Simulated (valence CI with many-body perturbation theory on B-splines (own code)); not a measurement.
# Tl66+: one-electron terms

Level of theory: valence CI with perturbative core correlation (CI+MBPT): five valence electrons over a frozen Dirac-Fock core [Ne], a basis of 11 s, 11 p, 10 d, 8 f, 5 g, 2 h functions for each j, with the one-electron correlation potential Σ1 (screened to all orders), the two-electron term Σ2, the three-electron term Σ3, Breit, model QED; selected single and double excitations, second order for the rest, scaled by the run's own slope (own B-spline code, finite nucleus).

The last digits are not significant, and no measured levels were compared; by estimate large intervals hold to a few tenths of a per cent, small ones and those within an open d or f shell to about a per cent. Among the levels kept, up to 3300 cm⁻¹ of a level comes from second order outside the variational space, and about a tenth of that is noise between levels of different J, which matters for small intervals.

These are the spectroscopic orbitals of the CI (the correlating ones are not listed), shaped by the core and the other valence electrons. h is the expectation value of the core's Dirac-Fock operator, without the valence repulsion; Σ1 is computed up to l = 3 at one energy for each symmetry, that of its lowest orbital but kept below the first core excitation, so for empty shells it is not the orbital's own correlation shift; Breit and QED include the response of the core.

```tsv
Orbital	h (hartree)	Σ1 (cm⁻¹)	Breit (cm⁻¹)	QED (cm⁻¹)	⟨r⟩ (bohr)
3s1/2	-326.84	-7695	65798	56780	0.1646
4s1/2	-177.27	-2583	25242	22599	0.3068
5s1/2	-110.89	-1184	11961	11022	0.4948
6s1/2	-75.813	-646	6668	6192	0.7272
7s1/2	-55.072	-392	4094	3819	1.004
8s1/2	-41.803	-256	2694	2520	1.326
3p1/2	-320.01	-10156	110644	5443	0.1542
4p1/2	-174.43	-3355	42615	2184	0.2986
5p1/2	-109.46	-1544	20355	1079	0.4883
6p1/2	-75.002	-845	11395	611	0.7224
7p1/2	-54.567	-514	7016	379	1.001
8p1/2	-41.469	-336	4625	251	1.325
3p3/2	-298.63	-8144	57191	9374	0.1669
4p3/2	-165.68	-2845	22395	3797	0.3156
5p3/2	-105.07	-1341	12257	1893	0.5096
6p3/2	-72.495	-743	6927	1078	0.7482
7p3/2	-53.005	-456	4294	671	1.032
8p3/2	-40.43	-300	2846	446	1.359
3d3/2	-290.84	-10420	49509	-1260	0.1423
4d3/2	-162.68	-2963	17996	-352	0.2938
5d3/2	-103.6	-1327	8564	-147	0.4899
6d3/2	-71.661	-721	4776	-75.4	0.7306
7d3/2	-52.487	-438	2939	-44.0	1.016
3d5/2	-285.99	-8786	23653	1236	0.1461
4d5/2	-160.6	-2484	8442	651	0.2985
5d5/2	-102.53	-1114	4156	356	0.4957
6d5/2	-71.042	-607	2323	212	0.7375
7d5/2	-52.097	-370	1433	135	1.024
4f5/2	-159	-2453	1808	-305	0.2596
5f5/2	-101.73	-1196	1235	-158	0.4585
6f5/2	-70.588	-675	760	-91.8	0.7018
7f5/2	-51.814	-419	505	-57.7	0.9899
4f7/2	-158.1	-2277	574	171	0.2620
5f7/2	-101.26	-1103	388	85.0	0.4612
6f7/2	-70.317	-621	228	48.9	0.7050
7f7/2	-51.644	-384	152	30.7	0.9935
5g7/2	-101.08		40.4	-77.4	0.4056
6g7/2	-70.214		40.1	-45.6	0.6498
7g7/2	-51.579		31.1	-29.0	0.9390
5g9/2	-100.81		9.4	59.2	0.4073
6g9/2	-70.057		9.3	34.0	0.6517
7g9/2	-51.479		6.9	21.3	0.9411
6h9/2	-70.027				0.5788
6h11/2	-69.924				0.5801
```

Among the shells of the start configuration 3s2 3p3, Σ1 is largest in size for 3p1/2, where it is 0.014 % of h.

Lowest root of each symmetry, sizes in configuration state functions:

```csv
J,Parity,Roots,Reference,Variational,Second order,Change by selected CI (cm⁻¹),Change by second order (cm⁻¹)
1/2,even,15,84,31999,482213,-19586,-612
3/2,even,23,135,31999,1020942,-23353,-940
5/2,even,20,147,31999,1283842,-23512,-1434
7/2,even,13,118,31990,1313236,-22105,-1860
9/2,even,6,80,31997,974689,-22780,-1206
11/2,even,1,37,31986,393724,-20305,-533
13/2,even,1,15,31999,275922,-24909,-330
1/2,odd,18,88,31998,629281,-19838,-721
3/2,odd,29,145,31999,1277605,-19291,-1082
5/2,odd,27,153,31989,1435165,-18166,-1862
7/2,odd,20,129,31996,1439868,-20522,-2485
9/2,odd,11,83,31998,1108272,-20210,-1513
11/2,odd,4,43,32000,828809,-20965,-1082
```
